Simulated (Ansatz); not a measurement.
`[CH3][Ge]([OH])([OH])[GeH3]` and `[OH][GeH]([OH])[GeH3]` differ in one atom or group.

Ansatz, PBE0-D4/def2-TZVP geometries, multiplicity 1. Each molecule was computed in one conformer, which needn't be the lowest.

Scalar relativity is left out up to krypton.

| property | `[CH3][Ge]([OH])([OH])[GeH3]` |
| --- | --- |
| HOMO energy (ωB97M-V/def2-TZVPP) / eV | -9.72 |
| LUMO energy (PBE0/def2-TZVPP) / eV | 0.00 |
| HOMO–LUMO gap (B3LYP/def2-TZVPP) / eV | 7.13 |
| size of the dipole moment (PBE/def2-TZVPP) / D | 1.41 |
| HOMO energy (PBE0/def2-TZVPP) / eV | -7.64 |
| HOMO energy (B3LYP/def2-TZVPP) / eV | -7.44 |

**Question.** Give the same properties after the change, and the shifts. (Best estimate.)

**Answer.** The calculation gave: 
```tsv
property	`[OH][GeH]([OH])[GeH3]`	shift
HOMO energy (ωB97M-V/def2-TZVPP) / eV	-10.06	-0.34
LUMO energy (PBE0/def2-TZVPP) / eV	0.03	0.03
HOMO–LUMO gap (B3LYP/def2-TZVPP) / eV	7.49	0.36
size of the dipole moment (PBE/def2-TZVPP) / D	1.87	0.46
HOMO energy (PBE0/def2-TZVPP) / eV	-7.93	-0.29
HOMO energy (B3LYP/def2-TZVPP) / eV	-7.72	-0.28
```

Dipoles are sizes alone; their direction can turn.

B3LYP here is the variant with VWN-RPA as its local correlation; programs differ in this.
